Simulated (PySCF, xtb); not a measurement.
(1E)-1-bromobuta-1,3-diene (C4H5Br), SMILES C=C/C=C/Br. The values are those of a single conformer.

Harmonic wavenumbers (cm⁻¹) from GFN2-xTB (xtb 6.7.1) at its own minimum, in rising order: 128, 154, 217, 311, 441, 611, 725, 740, 889, 948, 967, 1025, 1153, 1201, 1262, 1292, 1406, 1621, 1659, 3060, 3075, 3085, 3104, 3136.

Problem. What does PBE-D3(BJ)/def2-SVP in PySCF give at its own minimum? (The exact figures need the calculation; the answer reports its results.)

Solution. 144, 154, 239, 317, 439, 627, 749, 795, 882, 923, 927, 1001, 1138, 1189, 1247, 1264, 1379, 1592, 1649, 3075, 3082, 3097, 3133, 3181. Paired by order, the mean absolute difference is 20 cm⁻¹ and the zero-point energies are 46.0 and 46.1 kcal/mol.
